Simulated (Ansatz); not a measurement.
CH5FOSSi can be A, `OC[SiH](F)S`, or B, `O[SiH](F)CS`.

Computed with Ansatz on PBE0-D4/def2-TZVP structures; ΔE is electronic, products minus reactants. CCSD(T)/CBS is the MP2 limit (def2-TZVPP, def2-QZVPP) plus CCSD(T) − MP2 in def2-TZVPP, frozen cores. Functionals use def2-TZVPP. B3LYP here is the variant with VWN-RPA as its local correlation; programs differ in this. Each species was taken in one conformer, which may not be the lowest.

A:

Z-matrix (Å, degrees):
```
C
Si 1 1.880
O 1 1.425 2 110.3
H 1 1.098 2 111.3 3 124.5
H 1 1.093 2 109.9 3 -117.4
S 2 2.114 1 109.2 3 55.3
F 2 1.607 1 105.1 3 -64.1
H 2 1.481 1 115.4 3 177.9
H 3 0.961 1 108.3 2 66.8
H 6 1.348 2 91.2 1 -31.5
```

B:

Z-matrix (Å, degrees):
```
Si
F 1 1.598
C 1 1.869 2 106.2
O 1 1.629 2 110.5 3 121.5
H 1 1.477 2 108.0 3 -122.4
S 3 1.822 1 111.3 2 82.7
H 3 1.091 1 113.3 2 -152.8
H 3 1.093 1 109.5 2 -33.5
H 4 0.961 1 115.7 2 -66.9
H 6 1.343 3 96.7 1 75.2
```

(1) Which isomer does CCSD(T)/CBS put lower? Give the gap. (Estimate.)

(2) Give E(B) − E(A) in kJ/mol with HF/def2-TZVPP, r2SCAN-D4, B3LYP-D4, ωB97M-V, B2PLYP, CCSD(T)/def2-TZVPP, PBE0-D4. (An estimate is asked.)

Largest T1 diagnostic: 0.012.

Answers

(1) The calculation gave: B, by 104.2 kJ/mol.

(2) Computed: HF/def2-TZVPP -108.0, r2SCAN-D4 -97.0, B3LYP-D4 -97.5, ωB97M-V -99.5, B2PLYP -101.8, CCSD(T)/def2-TZVPP -102.8, PBE0-D4 -92.1. None reverses the order clearly.

From PBE to PBE0 (25 % exact exchange), in def2-TZVPP and without D4, E(B) − E(A) moves by −6.1 kJ/mol.
